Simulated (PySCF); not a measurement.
**Worked example: oscillator strength and radiative lifetime**

C₂H₄ClNOSi, SMILES Cl[Si@@]1(O)CN=C1.

Coordinates come from a B3LYP-D3(BJ)/def2-SVP optimisation. The structure was generated by enumeration; whether it is a known compound was not checked. One conformer was computed; it need not be the lowest.

TDA-B3LYP/def2-SVPD (PySCF) puts the first singlet state with f over 0.02 at 6.17 eV (vertical), with the transition dipole (0.620, -0.404, -0.104) in atomic units.

Problem. Find the oscillator strength, the wavelength and the radiative lifetime that this transition would have in vacuum if emission retraced absorption.

Solution. 
|μ|² = 0.5584 au, so |μ| = 1.90 D. ΔE = 6.17/27.211 = 0.2267 hartree. f = (2/3) ΔE |μ|² = 0.084 (the program prints 0.084).
λ = 1239.84/6.17 = 201 nm; ν = 49764 cm⁻¹.
Einstein's coefficient A = 0.6670 ν² f s⁻¹ (ν in cm⁻¹) = 1.4e8 s⁻¹, so τ = 1/A = 7.2 ns. This state is S3; the lower singlets have f = 0.002, 0.000. The figure is the radiative limit of this one transition; relaxation, internal conversion, crossing to triplets and a medium change what is measured.
